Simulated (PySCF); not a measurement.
## Size series: phenacene

All values: TDA PBE0/6-31G*, gas phase, PySCF SCF with an in-house response code, fitting set def2-universal-JFIT up to Ne and JKFIT beyond, grid level 1 (kernel 0), vertical, one conformer each, geometries GFN2-xTB; core orbitals frozen in the response, virtual orbitals above 1.5 Eh left out. The lowest 6 singlets were sought, and the brightest is taken among them. The runs took 0.5 to 20 CPU minutes each on shared server CPUs.

| rings | system | formula | HOMO-LUMO gap / eV | S1 / eV | vertical IP (ΔSCF) / eV | HOMO / eV | brightest singlet sought / eV |
| --- | --- | --- | --- | --- | --- | --- | --- |
| 4 | c1ccc2c(c1)ccc1c3ccccc3ccc21 | C18H12 | 4.62 | 3.97 | 7.15 | -5.77 | 5.16 |
| 5 | c1ccc2c(c1)ccc1c2ccc2c3ccccc3ccc21 | C22H14 | 4.59 | 3.76 | 7.03 | -5.75 | 4.69 |
| 6 | c1ccc2c(c1)ccc1c2ccc2c3ccc4ccccc4c3ccc12 | C26H16 | 4.38 | 3.67 | 6.85 | -5.67 | 4.58 |
| 8 | c1ccc2c(c1)ccc1c2ccc2c1ccc1c3ccc4c5ccccc5ccc4c3ccc21 | C34H20 | 4.26 | 3.54 | 6.67 | -5.62 | 4.26 |
| 9 | c1ccc2c(c1)ccc1c2ccc2c1ccc1c2ccc2c3ccc4c5ccccc5ccc4c3ccc21 | C38H22 | 4.26 | 3.49 | 6.62 | -5.61 | 4.12 |
| 10 | c1ccc2c(c1)ccc1c2ccc2c1ccc1c2ccc2c3ccc4c5ccc6ccccc6c5ccc4c3ccc12 | C42H24 | 4.19 | 3.47 | 6.55 | -5.60 | 4.07 |
